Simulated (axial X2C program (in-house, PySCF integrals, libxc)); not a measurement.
**How the levels of TiTe⁺ (d1 s0 p(π)0 orbitals) move with the bond length**

Calculated with an axial X2C code built on PySCF integrals: two-component X2C with atomic mean-field Coulomb and Gaunt terms, basis Ti dyall-v3z, Te dyall-v3z (cores contracted in-house). Orbitals come from Hartree–Fock averaged over the configuration Ti d1 s0 p(π)0; CI then distributes these electrons over the d, s, p(π) shells of Ti.

At R = 2.434 Å:

```json
{"Ω": "5/2", "energy (cm⁻¹)": "0", "g∥": "6.00", "configuration": "100% d1"}
{"Ω": "3/2", "energy (cm⁻¹)": "1553", "g∥": "2.00", "configuration": "100% d1"}
{"Ω": "1/2", "energy (cm⁻¹)": "5851", "g∥": "0.47", "configuration": "100% d1"}
{"Ω": "1/2", "energy (cm⁻¹)": "6353", "g∥": "1.54", "configuration": "100% d1"}
{"Ω": "3/2", "energy (cm⁻¹)": "12608", "g∥": "4.00", "configuration": "100% d1"}
```

g∥ is the magnitude of 2⟨Lz + ge Sz⟩ for the +Ω component. The lowest 14 levels at most are listed.

At R = 2.738 Å:

```tsv
Ω	energy (cm⁻¹)	g∥	configuration
5/2	0	6.00	100% d1
3/2	2892	2.03	100% d1
1/2	5486	0.30	100% d1
1/2	7308	1.70	100% d1
3/2	13402	4.00	100% d1
```

The lowest level lies 2400 cm⁻¹ above the lowest at the first distance.

Task: How does the gap from the lowest to the fifth level change between the two distances?

Result: From 12608 to 13402 cm⁻¹, a factor of 1.06.

Dynamic correlation is missing, so gaps between terms are too wide and other configurations may lie lower; the lowest level listed is that of this model, not necessarily the ground state. For d shells the ligand-field splittings (σ, π, δ) and their order can be off by a thousand cm⁻¹ or more. At most 6 roots were kept for each Ω > 0 (twice that for Ω = 0) within 3.2 eV of the lowest, so higher up levels can be missing between those listed; levels with Ω > 0 are doubly degenerate and listed once, Ω = 0 levels singly. The open spinors mix strongly with ligand orbitals, which this small active space describes poorly. States that fill the shells left empty in the average are placed too high.
